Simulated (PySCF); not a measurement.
# IMoN at several levels of theory

All levels use the PBE0 minimum (triplet; Mo–I 2.668 Å, Mo–N 1.609 Å; I–Mo–N 116.9°), basis [Mo def2-SVP with ECP28, N def2-SVP, I def2-SVP with ECP28], scalar-relativistic core potentials, density fitting, no spin–orbit coupling, PySCF. For vertical energies the ionised species is a doublet (spins chosen at PBE0 and kept) and the electron-attached one a quartet. Atomisation goes to high-spin ground-configuration atoms, without zero-point energy. Open shells are unrestricted, also as the reference of the correlated levels. A dash marks a value that was not computed or is not defined at that level.

```tsv
level	atomisation (kJ/mol)	vertical IP (eV)	vertical EA (eV)	−ε(HOMO) (eV)	dipole (D)
PBE0	777	8.65	1.78	6.62	4.65
HF	173	8.13	1.38	9.08	5.66
MP2	–	9.11	2.03	–	–
PBE	901	8.28	1.65	5.26	4.00
B3LYP	813	8.54	1.70	6.30	4.45
r2SCAN	–	8.52	1.84	5.69	4.38
TPSSh	809	8.42	1.68	5.89	4.50
r2SCAN0	–	8.80	1.92	6.88	4.85
M06	–	8.46	1.43	6.41	4.46
```

Spin contamination in at least one species weakens the values at: HF, MP2, r2SCAN0.

Without diffuse functions attachment energies tend to come out too low.

Other spin states or occupations of the open shell can lie lower. Spin–orbit coupling, left out here, can matter for elements this heavy.
